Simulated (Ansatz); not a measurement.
Ideal-gas functions of CHAlClNO, SMILES `O=C=[N][AlH][Cl]` at 800 K and 1 bar, from an Ansatz frequency run at PBE0-D4/def2-TZVP.

Molar mass 105.46 g/mol, point group Cs (symmetry number 1), electronic degeneracy 1, moments of inertia 46.021, 405.679, 451.7 u Å². Harmonic wavenumbers (cm⁻¹, unscaled): 36, 87, 205, 468, 500, 606, 644, 656, 679, 1510, 2021, 2401.

Use S(trans) = R[1.5 ln M + 2.5 ln T − 1.1517]; rotational temperatures θ = 24.2544 K / I; S(rot) = R[ln(√π/σ · √(T³/θAθBθC)) + 1.5]; for each mode x = 1.438777 ν̃/T, S = R[x/(eˣ − 1) − ln(1 − e⁻ˣ)] and H = RT x/(eˣ − 1); 1 cm⁻¹ = 0.0119627 kJ/mol; R = 8.31446 J/(mol·K).

**Question.** By hand: the entropy, in J/(mol·K).

**Answer.** Translation 187.5. Rotation: θ = 0.527, 0.0598, 0.0537 K, giving 127.1. Vibration, mode by mode: 31.08, 23.75, 16.66, 9.99, 9.47, 8.00, 7.54, 7.41, 7.15, 2.17, 1.04, 0.60, in all 124.8. Electronic 0.0. Sum 439.4 J/(mol·K).

**Question.** By hand: H − E and G − E in kJ/mol, counted from the electronic energy.

**Answer.** Zero-point energy ½ × 9813 × 0.0119627 = 58.7; thermal vibration 42.8; translation, rotation and pV give 4 RT = 26.6. H − E = 128.1 kJ/mol, and G − E = 128.1 − 800 × 439.4/1000 = -223.4 kJ/mol.

Vibration gives 28 % of the entropy, 54.8 J/(mol·K) of it from the modes under 150 cm⁻¹: soft modes count most, and the harmonic formula is weakest for them. The sum counts one conformer and one mirror image; others add a mixing term.
